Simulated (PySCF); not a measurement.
# Structure from 2D NMR

Compound of formula C₄H₉ClOSi. Correlations simulated from computed shifts and the bond graph:

HSQC (one-bond C–H):
```csv
δH,δC
3.53,60.9
3.04,61.5
1.09,11.6
0.50,11.6
0.22,9.6
```

COSY cross peaks (H two or three bonds apart, from the bond graph; peaks can be absent where the dihedral angle is near 90°):
```csv
δH,δH
5.28,4.38
5.28,0.22
4.38,0.22
3.04,1.09
3.04,0.50
3.04,0.22
1.09,0.50
1.09,0.22
0.50,0.22
```

HMBC (two and three bonds, from the bond graph):
```csv
δH,δC
5.28,"61.5, 11.6, 9.6"
4.38,"61.5, 11.6, 9.6"
3.53,61.5
3.04,"60.9, 11.6, 9.6"
1.09,"61.5, 9.6"
0.50,"61.5, 9.6"
0.22,"61.5, 11.6"
```

PySCF 2.14 calculation with structure optimised with GFN2-xTB and PBE0/pcSseg-1 with gauge-including orbitals; gas phase, non-relativistic, single conformer, rapidly exchanging positions averaged.

References, each an isolated molecule treated in the same way: $^{1}$H (31.72 ppm), $^{13}$C (186.93 ppm) vs TMS.

Exchangeable hydrogens are left out of these lists.

**Question.** Assemble the structure.

**Answer.** `[C@H]1([SiH2]Cl)[C@H](OC)C1`.

Numbering as in the mapped SMILES `[CH3:1][O:2][C@@H:3]1[CH2:4][C@H:5]1[SiH2:6][Cl:7]`. Hydrogens are named by the atom that carries them. Ha(C4) is cis to O2 on the ring; Ha(Si6) is pro-R; Hb(Si6) is pro-S; Hb(C4) is trans to O2 on the ring.

1. δC 61.5 is C3, a three-membered-ring carbon (δH 3.04).
2. δC 60.9 is C1, a methyl carbon bonded to O (δH 3.53).
3. δC 11.6 is C4, a three-membered-ring carbon (δH 1.09, 0.50).
4. δC 9.6 is C5, a three-membered-ring carbon (δH 0.22).
5. COSY links 5.28–4.38, 5.28–0.22, 4.38–0.22, 3.04–1.09, 3.04–0.50, 3.04–0.22.

The data come from this structure; uniqueness wasn't tested.

Shifts are as computed. Against solution values, carbons near 30 ppm lie about +3 ppm off and those near 130 ppm about +5 ppm. Of 1211 compounds with measured shifts, 218 miss one by over three times the rms of a fit or turn the order of signals round; such compounds aren't used in these exercises.
